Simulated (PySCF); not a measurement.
Electron correlation in In (indium, neutral)

[Kr] 4d10 5s2 5d1, 2D determinant (an excited configuration). Computed with PySCF 2.14 in aug-cc-pwCVTZ-PP with ECP28MDF, with scalar relativity through the core potential. Frozen: 4s2 4p6 4d10; 3 electrons correlated.

| level | correlation energy (mhartree) |
| --- | --- |
| CCSD | -43.41 |
| (T) | -1.74 |
| CCSD(T) | -45.15 |

Diagnostics: T1 = 0.041, D1 = 0.0989, largest double amplitude 0.188.

The outer electron is Rydberg-like, and this basis confines it to a smaller radius and binds it less than a complete one would. T1 exceeds 0.03, a sign that the reference determinant is poor. A double-excitation amplitude exceeds 0.15, a sign of near-degeneracy.

Cost of the coupled-cluster step: about 9 core-seconds, for 3 correlated electrons.
